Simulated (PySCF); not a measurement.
MgCl2, SMILES [Cl][Mg][Cl].

The structure is a stationary point at ωB97X-D3(BJ)/def2-TZVP. The isomer is the one that the SMILES or the coordinates give; other isomers of the formula were not compared.

Calculation: IEF-PCM-ωB97X/def2-SVP (PySCF).

The values are the electrostatic part of the solvation free energy, E(continuum) − E(gas) at the gas-phase geometry, in a cavity of scaled van der Waals radii (PySCF's table); cavitation and dispersion terms are not included. A continuum can't describe solvent molecules that bind to the metal. In vacuum the orbital gap is 11.36 eV. The dipole moment in vacuum is 0.00 D.

Computed values in water (ε = 78.36), chlorobenzene (ε = 5.70), dimethylsulfoxide (ε = 46.83):
```tsv
solvent	ε	ΔG(elec) (kcal/mol)	dipole (D)	gap (eV)
water	78.36	-16.6	0.00	12.11
chlorobenzene	5.70	-12.5	0.00	11.93
dimethylsulfoxide	46.83	-16.3	0.00	12.10
```
